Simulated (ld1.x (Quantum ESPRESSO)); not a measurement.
# Before and after: RRKJ potential for H

- Element: H
- Generator: ld1.x (Quantum ESPRESSO) 7.5
- Type: norm-conserving RRKJ (Kleinman–Bylander form)
- Functional: PBEsol
- Relativity: scalar-relativistic
- Frozen core: none
- Valence charge: 1
- Reference configuration: 1s1
- Partial waves: 1s (bound): rc 1.50 bohr
- Local potential: the s channel
- Core correction: none

Change: wave 1s (bound): rc 1.50 bohr becomes 1s (bound): rc 1.00 bohr.

Cutoffs: the cutoffs (Ry, on a coarse ladder) from which the occupation-weighted sum of valence levels, in a spherical-Bessel basis at the reference potential, stays within 10 and 1 mRy of its value at 400 Ry; they do not see the model core or the augmentation charge, which bear on the density cutoff. Errors are all-electron minus pseudo energies relative to the spin-unpolarised reference configuration.

How do hardness, ghosts and transferability respond?

The potential gets harder (18 Ry and 30 Ry → 25 Ry and 45 Ry); neither file shows a bound ghost. A smaller radius makes the pseudo-wave follow the all-electron one further in, where it bends more sharply, so more plane waves are needed.

```json
{"quantity": "cutoff, loose", "base": "18 Ry", "changed": "25 Ry"}
{"quantity": "cutoff, tight", "base": "30 Ry", "changed": "45 Ry"}
{"quantity": "bound ghosts", "base": "none", "changed": "none"}
{"quantity": "error for 1s0.5, meV [ΔE 4.66 eV]", "base": "+3.9", "changed": "+1.4"}
```
